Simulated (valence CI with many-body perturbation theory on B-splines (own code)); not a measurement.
# E1 line list for Mn XXI

Calculated by valence CI with perturbative core correlation (CI+MBPT): three valence electrons over a frozen Dirac-Fock core [He], radial functions for each j: 11 s, 11 p, 10 d, 8 f, 5 g, 2 h, with the one-electron correlation potential Σ1, the two-electron term Σ2, the three-electron term Σ3, Breit, model QED; selected CI, second order for the rest, scaled by the run's own slope (own B-spline code, finite nucleus).

No measured spectrum was set against this ion. As an estimate, levels of excited configurations hold to 0.05 to 0.15 % of their energy, terms of the ground configuration to about 0.5 %.

Lines 101 to 150 of 580 in falling wavelength, among levels below 1361.3 eV, chosen from the strongest by gf and those to the six lowest levels. Wavelengths and rates use the calculated energies, so an error of 700 cm⁻¹ moves a line at 46.09 nm by 0.32 % and its rate by three times that or more. Electric multipoles are in the length gauge, E1 and E2 with the static RPA response of the core. Weak lines are less certain than strong ones. Lines between different terms over intervals too small for the method are left out, as are lines whose strength nearly cancels. The highest levels of a list are the least certain.

Names give the largest LS component (configuration and term), which can be under half, so a name can repeat, a term be missing and a line seem to break the LS rules; names also repeat where a configuration has a term twice. Letters in brackets count levels of one name in rising energy.

```tsv
λ vac (nm)	Upper	Lower	A (s⁻¹)	S (a.u.)
46.09	2s2p3p ⁴P_1/2	2s2p3s ⁴P°_3/2	1.95e+09	1.89e-01
39.07	2p²3p ²P°_3/2 [b]	2p²3s ²D_3/2	3.40e+09	4.01e-01
36.71	2p²3p ²P°_3/2 [b]	2p²3s ²D_5/2	1.77e+09	1.73e-01
36.68	2p²3p ²D°_5/2	2p²3s ²P_3/2	1.10e+09	1.61e-01
24.39	2p³ ²D°_5/2	2s2p² ²P_3/2	2.94e+09	1.26e-01
24.18	2p²3p ²F°_5/2	2s2p3p ²P_3/2 [b]	2.76e+09	1.16e-01
23.49	2p²3d ²G_9/2	2s2p3d ²F°_7/2 [b]	1.67e+09	1.07e-01
22.94	2p²3p ²F°_7/2	2s2p3p ²D_5/2 [b]	4.08e+09	1.94e-01
22.76	2p²3d ²D_3/2 [b]	2s2p3d ²D°_3/2 [b]	4.32e+09	1.01e-01
21.88	2p²3s ²D_5/2	2s2p3s ²P°_3/2 [b]	5.96e+09	1.85e-01
19.82	2p³ ²D°_3/2	2s2p² ²P_1/2	5.27e+09	8.10e-02
18.19	2p²3p ⁴P°_5/2 [a]	2s2p3p ⁴P_5/2	4.40e+09	7.85e-02
17.91	2p²3d ⁴F_7/2	2s2p3d ⁴F°_9/2	3.49e+09	7.92e-02
17.44	2p²3d ²D_5/2 [a]	2s2p3d ²F°_7/2 [a]	5.13e+09	8.06e-02
17.37	2p²3d ⁴F_5/2	2s2p3d ⁴F°_7/2	5.37e+09	8.32e-02
17.27	2p²3p ⁴P°_5/2 [b]	2s2p3p ²D_5/2 [a]	4.68e+09	7.14e-02
16.91	2p²3d ⁴F_9/2	2s2p3d ⁴F°_9/2	6.74e+09	1.61e-01
16.87	2p³ ²P°_3/2	2s2p² ²P_3/2	1.62e+10	1.54e-01
16.76	2p²3p ⁴D°_7/2	2s2p3p ⁴D_7/2	8.07e+09	1.50e-01
16.69	2p²3s ²P_3/2	2s2p3s ²P°_3/2 [a]	9.06e+09	8.31e-02
16.53	2s2p² ²D_5/2	2s²2p ²P°_3/2	5.43e+09	7.27e-02
16.45	2p²3d ⁴P_5/2	2s2p3d ⁴D°_7/2	6.64e+09	8.75e-02
16.23	2p²3s ⁴P_5/2	2s2p3s ⁴P°_5/2	8.53e+09	1.08e-01
16.04	2p³ ²D°_3/2	2s2p² ²D_3/2	6.92e+09	5.64e-02
15.85	2p³ ²D°_5/2	2s2p² ²D_5/2	1.13e+10	1.33e-01
15.67	2p²3d ²D_5/2 [d]	2s2p3d ²D°_5/2 [b]	6.86e+09	7.81e-02
15.44	2p³ ²D°_5/2	2s2p² ²D_3/2	2.76e+09	3.01e-02
15.09	2p²3d ²D_5/2 [d]	2s2p3d ²F°_7/2 [b]	1.51e+10	1.54e-01
14.99	2p²3p ²P°_3/2 [c]	2s2p3p ²D_5/2 [b]	1.66e+10	1.11e-01
14.98	2p²3p ²P°_1/2 [c]	2s2p3p ²D_3/2	2.13e+10	7.08e-02
14.97	2p²3d ²D_3/2 [c]	2s2p3d ²F°_5/2 [b]	1.71e+10	1.13e-01
14.54	2s2p² ²D_3/2	2s²2p ²P°_1/2	9.22e+09	5.60e-02
14.35	2s2p3d ²F°_7/2 [b]	2s²3d ²D_5/2	1.01e+10	1.18e-01
14.24	2s2p4f ²F_5/2	2s²4f ²F°_5/2	1.56e+10	1.33e-01
14.24	2s2p4f ²F_7/2 [b]	2s²4f ²F°_7/2	1.56e+10	1.77e-01
14.16	2s2p4d ²F°_7/2 [b]	2s²4d ²D_5/2	1.19e+10	1.33e-01
14.15	2p³ ⁴S°_3/2	2s2p² ⁴P_5/2	1.78e+10	9.95e-02
14.14	2s2p3d ²F°_5/2 [b]	2s²3d ²D_3/2	1.02e+10	8.52e-02
14.11	2s2p4p ²D_5/2 [b]	2s²4p ²P°_3/2	1.66e+10	1.38e-01
14.10	2s2p4f ²G_9/2 [b]	2s²4f ²F°_7/2	1.09e+10	1.51e-01
14.09	2s2p4f ²G_7/2 [b]	2s²4f ²F°_5/2	1.05e+10	1.16e-01
14.09	2s2p4d ²F°_5/2 [b]	2s²4d ²D_3/2	1.18e+10	9.80e-02
14.08	2s2p4d ²D°_3/2 [b]	2s²4d ²D_3/2	1.70e+10	9.37e-02
14.06	2s2p4d ²D°_5/2 [b]	2s²4d ²D_5/2	1.82e+10	1.50e-01
14.03	2s2p4p ²D_3/2 [b]	2s²4p ²P°_1/2	1.69e+10	9.21e-02
14.00	2s2p4p ²P_3/2 [b]	2s²4p ²P°_3/2	1.86e+10	1.01e-01
13.98	2s2p3p ²D_5/2 [b]	2s²3p ²P°_3/2	1.42e+10	1.15e-01
13.98	2s2p4s ²P°_3/2 [b]	2s²4s ²S_1/2	1.86e+10	1.00e-01
13.96	2s2p4f ²D_5/2 [b]	2s²4f ²F°_7/2	1.79e+10	1.44e-01
13.96	2s2p4f ²D_3/2 [b]	2s²4f ²F°_5/2	1.88e+10	1.01e-01
```
